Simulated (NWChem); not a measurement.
System: CH₄BCl₂N; SMILES CNB(Cl)Cl

```xyz
9

B     -0.0733    -0.1673     0.0000
Cl    -0.4052    -1.9061     0.0000
Cl     1.6065     0.3841     0.0000
N     -1.1335     0.7295     0.0000
C     -1.0893     2.1710     0.0000
H     -2.0650     0.3281     0.0000
H     -1.5832     2.5908     0.8919
H     -1.5832     2.5908    -0.8919
H     -0.0444     2.5058     0.0000
```
Atoms are numbered in this order, from 1.

Level: PBE0/def2-SVP (NWChem), optimised geometry, unscaled harmonic frequencies. 

| frequency (cm⁻¹) | IR intensity (km/mol) |
|---|---|
| 132 | 0.1 |
| 168 | 0.4 |
| 205 | 0.4 |
| 258 | 1.8 |
| 424 | 8.1 |
| 486 | 0.1 |
| 564 | 9.3 |
| 659 | 96.6 |
| 953 | 242.8 |
| 1060 | 43.7 |
| 1145 | 0.7 |
| 1160 | 84.6 |
| 1318 | 87.5 |
| 1446 | 7.6 |
| 1471 | 46.0 |
| 1472 | 6.7 |
| 1570 | 262.5 |
| 3047 | 52.4 |
| 3122 | 20.1 |
| 3187 | 2.3 |
| 3640 | 46.4 |

- zero-point energy = 39.3 kcal/mol
- thermal correction to the enthalpy at 298.15 K (with zero-point energy) = 43.7 kcal/mol
- heat capacity Cv = 19.7 cal/(mol K)
- entropy at 298.15 K and 1 atm (symmetry number 1) = 79.6 cal/(mol K)
- dipole moment = 3.04 D

Rigid rotor and harmonic oscillator.
